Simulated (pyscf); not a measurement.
H₂B–N=NH (SMILES BN=N), singlet

Gas-phase minimum from PySCF at ωB97X-D3(BJ)/def2-SVP, one conformer. H₂B–N=NH lies 60.3 kcal/mol over its isomer HN=B–NH₂, and others may lie lower still (electronic energy, ωB97M-D3(BJ)). 

SMILES: N=NB
```xyz
6

B      0.5208    -0.6408    -0.2477
N      0.2291     0.6831    -0.3163
N      0.0989     1.8738    -0.4891
H     -0.0558    -1.3725    -1.0126
H      1.3047    -0.9893     0.5992
H     -0.6906     2.2222     0.0952
```
Charge 0, spin multiplicity 1.

Bonds (Å): B1–N2 1.357, B1–H4 1.205, B1–H5 1.205, N2–N3 1.210, N3–H6 1.042. Angles (°): N2–B1–H4 117.2, N2–B1–H5 117.2, H4–B1–H5 125.5, B1–N2–N3 171.9, N2–N3–H6 109.3.

Properties at ωB97X-D3(BJ)/def2-SVP:

- Harmonic wavenumbers, unscaled: 268, 361, 880, 903, 957, 1015, 1239, 1440, 2028, 2601, 2707, 3254 cm⁻¹
- Zero-point energy: 25.2 kcal/mol
- Rotational symmetry number: 1
- Entropy of this conformer at 298 K and 1 atm, rigid rotor and harmonic oscillator, modes under 100 cm⁻¹ raised to 100: 255.2 J/(mol K)
- Dipole moment: 1.72 D

Single-point totals, which compare only within one level (frozen core for MP2 and CC):

```
level                   total energy (hartree)
----------------------  ----------------------
ωB97X-D3(BJ)/def2-TZVP              -136.20777
PBE/def2-TZVP                       -135.99612
r²SCAN/def2-TZVP                    -136.08113
B3LYP-D3(BJ)/def2-TZVP              -136.17520
PBE0-D3(BJ)/def2-TZVP               -135.99647
M06-2X/def2-TZVP                    -136.09981
ωB97M-D3(BJ)/def2-TZVP              -136.19740
HF/def2-TZVPP                       -135.32293
MP2/def2-TZVPP                      -135.82959
CCSD/def2-TZVPP                     -135.85135
CCSD(T)/def2-TZVPP                  -135.87634
```

The CCSD(T) − MP2 part came from Ansatz, without density fitting, on the same reference.
